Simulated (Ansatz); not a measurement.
`C[O][Ge]([CH3])([NH2])[F]` + `OB(S)Cl` → `CSB(O)Cl` + `[CH3][Ge]([NH2])([OH])[F]`  (substitution at a C–O bond)

Gas-phase electronic energies from Ansatz, PBE0-D4/def2-TZVP geometries. CCSD(T)/CBS is the MP2 limit (def2-TZVPP, def2-QZVPP) plus CCSD(T) − MP2 in def2-TZVPP, frozen cores. DFT in def2-TZVPP. For Ge outer-core shells are correlated without core-valence functions, which leaves a few kJ/mol of doubt a bond. Scalar relativity is left out up to krypton. Each species was taken in one conformer, which may not be the lowest.

```csv
level,ΔE (kJ/mol)
ωB97M-V,-46.4
MP2/def2-TZVPP,-50.7
```

(1) What does CCSD(T)/CBS give? (An estimate is asked.)

Largest T1 diagnostic among the species: 0.012.

Answers

(1) Ansatz gave: -49.9 kJ/mol. The listed levels differ from it by 3.5, -0.8 kJ/mol.

In def2-TZVPP, CCSD(T) changes the Hartree–Fock value by −6.5 kJ/mol (the triples alone add −1.3 kJ/mol) and MP2 by −13.4 kJ/mol.
